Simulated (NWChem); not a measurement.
System: C$_{3}$H$_{9}$Bi; SMILES [CH3][Bi]([CH3])[CH3]

Here is an NWChem input.

```
start job
memory heap 200 mb stack 900 mb global 1100 mb
geometry units angstroms noautoz
  Bi     0.000000     0.000000     0.293773
  C     -1.874074    -0.369066    -0.943860
  H     -2.282405    -1.360810    -0.702175
  H     -1.624350    -0.323095    -2.013013
  H     -2.625602     0.397466    -0.706530
  C      0.617417     1.807529    -0.943860
  H      0.532367     1.568276    -2.013013
  H      1.657017     2.075105    -0.706530
  H     -0.037293     2.657026    -0.702175
  C      1.256658    -1.438463    -0.943860
  H      1.091984    -1.245181    -2.013013
  H      0.968586    -2.472571    -0.706530
  H      2.319698    -1.296216    -0.702175
end
basis spherical
  * library def2-svp
end
ecp
  Bi library def2-ecp
end
dft
  xc xtpss03 ctpss03
  iterations 150
  mulliken
end
task dft energy
```

Output (shortened):

```
             Northwest Computational Chemistry Package (NWChem) 7.3.0
             --------------------------------------------------------

 C3  symmetry detected

                             Geometry "geometry" -> ""
                             -------------------------

 Output coordinates in angstroms (scale by  1.889725989 to convert to a.u.)

  No.       Tag          Charge          X              Y              Z
 ---- ---------------- ---------- -------------- -------------- --------------
    1 Bi                  83.0000     0.00000000     0.00000000     0.31987732
    2 C                    6.0000     1.91006920    -0.00000018    -0.91775568
    3 H                    1.0000     2.50233117     0.89415607    -0.67607068
    4 H                    1.0000     1.65616853     0.00314719    -1.98690868
    5 H                    1.0000     2.49932427    -0.89729815    -0.68042568
    6 C                    6.0000    -0.95503476    -1.65416836    -0.91775568
    7 H                    1.0000    -0.82535872    -1.43585762    -1.98690868
    8 H                    1.0000    -2.02674513    -1.71582924    -0.68042568
    9 H                    1.0000    -0.47680371    -2.61416040    -0.67607068
   10 C                    6.0000    -0.95503444     1.65416854    -0.91775568
   11 H                    1.0000    -0.83080981     1.43271042    -1.98690868
   12 H                    1.0000    -0.47257914     2.61312739    -0.68042568
   13 H                    1.0000    -2.02552746     1.72000433    -0.67607068

 Effective nuclear repulsion energy (a.u.)     551.8092511627

      Symmetry information
      --------------------

 Group name             C3
 Group number              5
 Group order               3
 No. of unique centers     5

                                 NWChem DFT Module
                                 -----------------

 Summary of "ao basis" -> "ao basis" (spherical)
 ------------------------------------------------------------------------------
       Tag                 Description            Shells   Functions and Types
 ---------------- ------------------------------  ------  ---------------------
 Bi                         def2-svp                10       26   4s4p2d
 C                          def2-svp                 6       14   3s2p1d
 H                          def2-svp                 3        5   2s1p

      Symmetry analysis of basis
      --------------------------

        a          39
        e+         37
        e-         37

  Rotation of axis

            General Information
            -------------------
          SCF calculation type: DFT
          Wavefunction type:  closed shell.
          No. of atoms     :    13
          No. of electrons :    50
           Alpha electrons :    25
            Beta electrons :    25
          Charge           :     0
          Spin multiplicity:     1
          Use of symmetry is: on ; symmetry adaption is: on
          Maximum number of iterations: 150
          AO basis - number of functions:   113
                     number of shells:    55
          Convergence on energy requested:  1.00D-06
          Convergence on density requested:  1.00D-05
          Convergence on gradient requested:  5.00D-04

              XC Information
              --------------
                  TPSS metaGGA Exchange Functional  1.000
             TPSS03 metaGGA Correlation Functional  1.000

             Grid Information
             ----------------
          Grid used for XC integration:  medium
          Radial quadrature: Mura-Knowles
          Angular quadrature: Lebedev.
          Tag              B.-S. Rad. Rad. Pts. Rad. Cut. Ang. Pts.
          ---              ---------- --------- --------- ---------
          Bi                  1.60      123           9.0       590
          C                   0.70       49          11.0       434
          H                   0.35       45          12.0       434
          Grid pruning is: on
          Number of quadrature shells:   307
          Spatial weights used:  Erf1

      Superposition of Atomic Density Guess
      -------------------------------------

 Sum of atomic energies:        -362.78695528

      Non-variational initial energy
      ------------------------------

 Total energy =    -332.742084
 1-e energy   =    -925.838760
 2-e energy   =     393.067484
 HOMO         =      -0.257836
 LUMO         =       0.033598

      Symmetry analysis of molecular orbitals - initial
      -------------------------------------------------

  Numbering of irreducible representations:

     1 a           2 e+          3 e-

  Orbital symmetries:

     1 a           2 e+          3 e+          4 a           5 e+
     6 e+          7 a           8 e+          9 e+         10 a
    11 e+         12 e+         13 a          14 e+         15 e+
    16 a          17 a          18 e+         19 e+         20 e+
    21 e+         22 a          23 e+         24 e+         25 a
    26 e+         27 e+         28 a          29 a          30 a
    31 e+         32 e+         33 e+         34 e+         35 a

     ---------------------------------------------
      Total Density - Mulliken Population Analysis
     ---------------------------------------------

    Atom       Charge   Shell Charges
 -----------   ------   -------------------------------------------------------
    1 Bi  23    22.21   2.92 -0.87  1.17  0.63  4.70  1.28  1.34  0.94  9.75  0.35
    2 C    6     6.62   1.99  0.96  0.33  2.05  1.29  0.01
    3 H    1     0.88   0.66  0.19  0.03
    4 H    1     0.88   0.66  0.19  0.03
    5 H    1     0.88   0.66  0.19  0.03
    6 C    6     6.62   1.99  0.96  0.33  2.05  1.29  0.01
    7 H    1     0.88   0.66  0.19  0.03
    8 H    1     0.88   0.66  0.19  0.03
    9 H    1     0.88   0.66  0.19  0.03
   10 C    6     6.62   1.99  0.96  0.33  2.05  1.29  0.01
   11 H    1     0.88   0.66  0.19  0.03
   12 H    1     0.88   0.66  0.19  0.03
   13 H    1     0.88   0.66  0.19  0.03

   convergence    iter        energy       DeltaE   RMS-Dens  Diis-err
 ---------------- ----- ----------------- --------- --------- ---------
 d= 0,ls=0.0,diis     1   -334.1839984884 -5.34D+02  9.52D-03  2.80D-01
 d= 0,ls=0.0,diis     2   -334.1948140390 -1.08D-02  5.79D-03  1.85D-01
 d= 0,ls=0.0,diis     3   -334.2103025460 -1.55D-02  2.33D-03  9.19D-02
 d= 0,ls=0.0,diis     4   -334.2248435740 -1.45D-02  2.92D-04  4.71D-04
 d= 0,ls=0.0,diis     5   -334.2249133077 -6.97D-05  5.26D-05  2.33D-05
  Resetting Diis
 d= 0,ls=0.0,diis     6   -334.2249163996 -3.09D-06  3.30D-06  8.75D-08
 d= 0,ls=0.0,diis     7   -334.2249164170 -1.74D-08  8.46D-07  1.93D-09

         Total DFT energy =     -334.224916416993
      One electron energy =     -930.647543342710
           Coulomb energy =      433.096530114188
    Exchange-Corr. energy =      -36.703095232991
 Nuclear repulsion energy =      200.029192044520

 Numeric. integr. density =       50.000292402820

                  Occupations of the irreducible representations
                  ----------------------------------------------

                     irrep           alpha         beta
                     --------     --------     --------
                     a                 9.0          9.0
                     e+               16.0         16.0
                     e-                0.0          0.0

                       DFT Final Molecular Orbital Analysis
                       ------------------------------------

 Vector   23  Occ=2.000000D+00  E=-2.433491D-01  Symmetry=e+
              MO Center= -3.5D-02,  5.5D-01, -4.8D-01, r^2= 3.9D+00
   Bfn.  Coefficient  Atom+Function         Bfn.  Coefficient  Atom+Function
  ----- ------------  ---------------      ----- ------------  ---------------
    89      0.270809  10 C  py               12     -0.266152   1 Bi py
    11      0.249748   1 Bi px               30     -0.225906   2 C  px
    88     -0.173818  10 C  px               92      0.168509  10 C  py
    90     -0.157988  10 C  pz               87     -0.148693  10 C  s
    15     -0.141455   1 Bi py                6      0.139354   1 Bi py

 Vector   24  Occ=2.000000D+00  E=-2.433491D-01  Symmetry=e+
              MO Center=  3.5D-02, -5.5D-01, -4.8D-01, r^2= 3.9D+00
   Bfn.  Coefficient  Atom+Function         Bfn.  Coefficient  Atom+Function
  ----- ------------  ---------------      ----- ------------  ---------------
    11      0.266152   1 Bi px               60     -0.264025   6 C  py
    12      0.249748   1 Bi py               30     -0.240736   2 C  px
    59     -0.174712   6 C  px               63     -0.164633   6 C  py
    61     -0.155306   6 C  pz               33     -0.148744   2 C  px
    58     -0.146182   6 C  s                14      0.141455   1 Bi px

 Vector   25  Occ=2.000000D+00  E=-2.052844D-01  Symmetry=a
              MO Center= -4.9D-14,  5.4D-14,  5.8D-02, r^2= 3.9D+00
   Bfn.  Coefficient  Atom+Function         Bfn.  Coefficient  Atom+Function
  ----- ------------  ---------------      ----- ------------  ---------------
    13      0.420622   1 Bi pz                4      0.321997   1 Bi s
    16      0.290509   1 Bi pz                3      0.274687   1 Bi s
     7     -0.220424   1 Bi pz                1     -0.198424   1 Bi s
    32     -0.154020   2 C  pz               61     -0.154020   6 C  pz
    90     -0.154020  10 C  pz               30      0.150872   2 C  px

 Vector   26  Occ=0.000000D+00  E=-5.380527D-03  Symmetry=e+
              MO Center= -8.3D-03,  1.2D-01,  2.1D-01, r^2= 4.9D+00
   Bfn.  Coefficient  Atom+Function         Bfn.  Coefficient  Atom+Function
  ----- ------------  ---------------      ----- ------------  ---------------
    87      0.881277  10 C  s                15     -0.728057   1 Bi py
    14      0.678482   1 Bi px               29     -0.616599   2 C  s
    12     -0.283815   1 Bi py               11      0.264480   1 Bi px
    58     -0.264679   6 C  s                92     -0.248320  10 C  py
   100     -0.246551  11 H  s                33      0.192894   2 C  px

 Vector   27  Occ=0.000000D+00  E=-5.380527D-03  Symmetry=e+
              MO Center=  8.3D-03, -1.2D-01,  2.1D-01, r^2= 4.9D+00
   Bfn.  Coefficient  Atom+Function         Bfn.  Coefficient  Atom+Function
  ----- ------------  ---------------      ----- ------------  ---------------
    58      0.864799   6 C  s                14      0.728057   1 Bi px
    15      0.678482   1 Bi py               29     -0.661618   2 C  s
    11      0.283815   1 Bi px               12      0.264480   1 Bi py
    63      0.246938   6 C  py               71     -0.242304   7 H  s
    33      0.206523   2 C  px               87     -0.203181  10 C  s

 Vector   28  Occ=0.000000D+00  E= 3.289661D-02  Symmetry=a
              MO Center=  1.3D-14, -1.3D-14,  1.4D-01, r^2= 5.1D+00
   Bfn.  Coefficient  Atom+Function         Bfn.  Coefficient  Atom+Function
  ----- ------------  ---------------      ----- ------------  ---------------
    16      1.175354   1 Bi pz                4     -0.838242   1 Bi s
    29      0.589941   2 C  s                58      0.589941   6 C  s
    87      0.589941  10 C  s                 3     -0.581141   1 Bi s
    33     -0.374652   2 C  px                1      0.353917   1 Bi s
    63      0.324584   6 C  py               92     -0.324331  10 C  py

     ---------------------------------------------
      Total Density - Mulliken Population Analysis
     ---------------------------------------------

    Atom       Charge   Shell Charges
 -----------   ------   -------------------------------------------------------
    1 Bi  23    22.57   2.93 -0.87  1.30  0.52  4.71  1.29  1.61  0.95  9.67  0.46
    2 C    6     6.30   1.99  0.90  0.31  2.05  1.04  0.02
    3 H    1     0.95   0.74  0.18  0.02
    4 H    1     0.94   0.74  0.18  0.02
    5 H    1     0.95   0.74  0.18  0.02
    6 C    6     6.30   1.99  0.90  0.31  2.05  1.04  0.02
    7 H    1     0.94   0.74  0.18  0.02
    8 H    1     0.95   0.74  0.18  0.02
    9 H    1     0.95   0.74  0.18  0.02
   10 C    6     6.30   1.99  0.90  0.31  2.05  1.04  0.02
   11 H    1     0.94   0.74  0.18  0.02
   12 H    1     0.95   0.74  0.18  0.02
   13 H    1     0.95   0.74  0.18  0.02

     -------------------------------------------
      Total Density - Lowdin Population Analysis
     -------------------------------------------

    Atom       Charge   Shell Charges
 -----------   ------   -------------------------------------------------------
    1 Bi  23    22.45   1.48  0.48  1.01  0.68  4.08  1.69  1.67  1.17  9.29  0.91
    2 C    6     6.25   1.97  0.61  0.36  1.84  1.44  0.05
    3 H    1     0.98   0.64  0.27  0.07
    4 H    1     0.98   0.64  0.27  0.07
    5 H    1     0.98   0.64  0.27  0.07
    6 C    6     6.25   1.97  0.61  0.36  1.84  1.44  0.05
    7 H    1     0.98   0.64  0.27  0.07
    8 H    1     0.98   0.64  0.27  0.07
    9 H    1     0.98   0.64  0.27  0.07
   10 C    6     6.25   1.97  0.61  0.36  1.84  1.44  0.05
   11 H    1     0.98   0.64  0.27  0.07
   12 H    1     0.98   0.64  0.27  0.07
   13 H    1     0.98   0.64  0.27  0.07

     Multipole analysis of the density
     ---------------------------------

     L   x y z        total         alpha         beta         nuclear
     -   - - -        -----         -----         ----         -------
     0   0 0 0     -0.000000    -25.000000    -25.000000     50.000000

     1   1 0 0      0.000000      0.000000      0.000000      0.000000
     1   0 1 0     -0.000000     -0.000000     -0.000000      0.000000
     1   0 0 1      0.074966     18.171897     18.171897    -36.268829

     2   2 0 0    -37.925589   -122.736224   -122.736224    207.546860
     2   1 1 0     -0.000000     -0.000000     -0.000000      0.000000
     2   1 0 1     -0.000000     -0.000000     -0.000000     -0.000000
     2   0 2 0    -37.925589   -122.736224   -122.736224    207.546860
     2   0 1 1      0.000000      0.000000      0.000000      0.000000
     2   0 0 2    -38.739981    -76.717576    -76.717576    114.695171
```

Level: TPSS/def2-SVP with def2 effective core potentials on Bi. Structure relaxed at the PBE0/def2-SVP level. No frequency run checked for a minimum. def2 effective core potentials on Bi; no spin-orbit coupling.
